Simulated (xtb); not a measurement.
C3H6BN3, SMILES CNB1N=CC=N1. All values are semi-empirical tight-binding results from xtb (GFN2-xTB unless named), good for trends rather than for accurate numbers. Geometry optimised at GFN2-xTB. This is a generated structure with no PubChem entry under its InChIKey; it may be hypothetical. Other conformers were not sampled.

Optimised geometry:

```xyz
13

C     -0.3271    -2.6014     0.0000
N      0.5880    -1.4860     0.0000
B      0.2513    -0.1595     0.0000
N     -1.1431     0.4040     0.0000
C     -0.9710     1.6591     0.0000
C      0.4848     2.0191     0.0000
N      1.2219     0.9885     0.0000
H     -0.1765    -3.2217     0.8870
H     -0.1765    -3.2217    -0.8870
H     -1.3420    -2.2119     0.0000
H      1.5627    -1.7518     0.0000
H     -1.7849     2.3703     0.0000
H      0.8732     3.0277     0.0000
```
Charge 0, spin multiplicity 1.

- point group as xtb finds it = Cs
- orbital gap = 1.52 eV
- dipole moment = 1.45 D
- zero-point energy = 61.8 kcal/mol
- G − E(el) at 298.15 K (modified RRHO) = 42.4 kcal/mol
- static polarisability (D4 model) = 67.5 bohr³
- solvation energy, GFN2-xTB/ALPB(water) = -7.2 kcal/mol
- solvation energy, GFN2-xTB/ALPB(thf) = -8.8 kcal/mol

Computed IR lines (harmonic; lines under 4 % of the strongest left out, lines within 3 cm⁻¹ merged):
ν (cm⁻¹): 103 (w), 556 (m), 689 (s), 807 (m), 914 (w), 969 (s), 1067 (m), 1118 (w), 1184 (m), 1209 (w), 1294 (m), 1468 (w), 1552 (vs), 1651 (m), 2956 (m), 2975 (m), 3044 (m), 3052 (s), 3433 (w) (against the strongest line: vs over 80 %, s over 45 %, m over 15 %, w over 4 %, vw less)

Computed atomic charges and the Wiberg bond orders between heavy atoms:
charges (e) C1 -0.05, N2 -0.21, B3 0.36, N4 -0.33, C5 0.07, C6 0.07, N7 -0.34, H8 0.05, H9 0.05, H10 0.08, H11 0.17, H12 0.03, H13 0.03. Bond orders C1–N2 1.02, N2–B3 1.41, B3–N4 0.95, N4–C5 1.89, C5–C6 0.99, B3–N7 0.95, C6–N7 1.89.
